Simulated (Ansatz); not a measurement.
Job for Ansatz (an electronic-structure program): R-r2SCAN/def2-TZVPP on CH4 (SMILES C).

Ansatz 0.2 input:
```yaml
crystal:
  periodic: [false, false, false]
  atoms:
    - {symbol: C, position_ang: [0.00000000, -0.00000000, -0.00000000]}
    - {symbol: H, position_ang: [0.63465846, 0.63465846, 0.63465846]}
    - {symbol: H, position_ang: [-0.63465846, -0.63465846, 0.63465846]}
    - {symbol: H, position_ang: [0.63465846, -0.63465846, -0.63465846]}
    - {symbol: H, position_ang: [-0.63465846, 0.63465846, -0.63465846]}
basis:
  gaussian:
    orbitals: def2-TZVPP
hamiltonian:
  xc: {name: r2SCAN}
scf: {lower_state_search: off}
```

Output:

```
WARN ansatz: RAYON_NUM_THREADS=4 ignored (pool sized by the plan → 4); use --threads N
Functional definition: r2SCAN
these checks for a lower state are left out or cut short: stability, starts, cluster_reference, orbital_swaps, neighbouring_geometries, increment
integrals: 0.01 GiB planned
416 factors; their error is unknown
mean field: 0.17 GiB planned
mean field evaluation 1: about -1096.1311 eV, gradient 5.1e1 eV
mean field evaluation 2: about -1093.1437 eV, gradient 5.8e1 eV
mean field evaluation 4: about -1102.0872 eV, gradient 1.7e-1 eV
mean field evaluation 8: about -1102.0769 eV, gradient 3.6e-1 eV
mean field evaluation 16: about -1102.0770 eV, gradient 6.9e-6 eV
mean field -1102.07700326 eV, -40.5005828551 hartree, gradient 6.9e-6 eV, S^2 0.000000; 0 other end points of the search recorded, 0 dependent functions left out
reference -1102.07701140 eV, -40.5005831542 hartree; 5, 5 occupied and 82, 82 virtual orbitals, 416 factors
Total energy: -1102.07701140 eV, -40.5005831542 hartree
Checks for a lower state left out: stability, starts, cluster_reference, orbital_swaps, neighbouring_geometries, increment
```

The calculation finished and met its thresholds.

Cost: roughly 1.2 core-seconds.
